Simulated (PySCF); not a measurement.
C+: excitation energy

C+ [He] 2s2 2p1 (2P) → C+ [He] 2s2 3d1 (2D), as a difference of total energies. Calculation: PySCF 2.14, in aug-cc-pVQZ; the non-relativistic Hamiltonian (point nucleus). Correlated levels: valence: 1s2 frozen. The calculations carry no spin-orbit coupling.

```json
{"method": "UHF", "excitation energy (eV)": "18.225"}
{"method": "MP2 (valence)", "excitation energy (eV)": "18.175"}
{"method": "SCS-MP2 (valence)", "excitation energy (eV)": "18.153"}
{"method": "CCSD (valence)", "excitation energy (eV)": "18.202"}
{"method": "CCSD(T) (valence)", "excitation energy (eV)": "18.204"}
```

Task: How much does correlation contribute at CCSD(T) (valence)?

Result: 18.204 − (18.225) = -0.021 eV, measured against UHF.

Errors of the correlated levels include the incompleteness of this basis and the frozen core.

The promoted electron is Rydberg-like, and one or two diffuse shells describe it only roughly, which tends to raise the upper state.

The coupled-cluster amplitudes are large for the upper state (T1 above 0.03 or a double amplitude above 0.15), so a single reference is strained.

For comparison: 18.041 eV (measured; NIST levels, between the centres of gravity of the two terms).
